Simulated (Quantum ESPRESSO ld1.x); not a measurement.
Task: All-electron atom: Sm3+ in [Xe] 4f3 6p2 (not the ground configuration). Calculated with ld1.x of Quantum ESPRESSO 7.5: Dirac Kohn-Sham, PBE, spin-unpolarised, spherical densities, point nucleus; open shells fill j = l - 1/2 first. Some entries of the table are withheld. Estimate them.

| orbital | occ. | eigenvalue (eV) | r(max) (bohr) |
|---|---|---|---|
| 1s1/2 | 2 | -46689.3 | 0.01449 |
| 2s1/2 | 2 | -7674.48 | 0.08231 |
| 2p1/2 | 2 | -7276.27 | (1) |
| 2p3/2 | 4 | -6673.61 | (2) |
| 3s1/2 | 2 | -1729.65 | 0.2339 |
| 3p1/2 | 2 | -1558.49 | 0.2210 |
| 3p3/2 | 4 | -1436.52 | 0.2330 |
| 3d3/2 | 4 | -1139.88 | 0.1859 |
| 3d5/2 | 6 | -1113.41 | 0.1892 |
| 4s1/2 | 2 | -390.016 | 0.5385 |
| 4p1/2 | 2 | -324.149 | 0.5439 |
| 4p3/2 | 4 | -296.827 | 0.5690 |
| 4d3/2 | 4 | (3) | (4) |
| 4d5/2 | 6 | (5) | (6) |
| 5s1/2 | 2 | -86.5270 | 1.212 |
| 5p1/2 | 2 | -66.7629 | 1.301 |
| 5p3/2 | 4 | -62.0633 | 1.362 |
| 4f5/2 | 3 | -55.6967 | 0.5829 |
| 4f7/2 | 0 | -54.9862 | 0.5868 |
| 6p1/2 | 2 | -22.0728 | 3.104 |
| 6p3/2 | 0 | -21.1678 | 3.223 |

Result: 
(1) 2p1/2 r(max) (bohr): 0.06237
(2) 2p3/2 r(max) (bohr): 0.06801
(3) 4d3/2 eigenvalue (eV): -188.183
(4) 4d3/2 r(max) (bohr): 0.5787
(5) 4d5/2 eigenvalue (eV): -183.208
(6) 4d5/2 r(max) (bohr): 0.5867
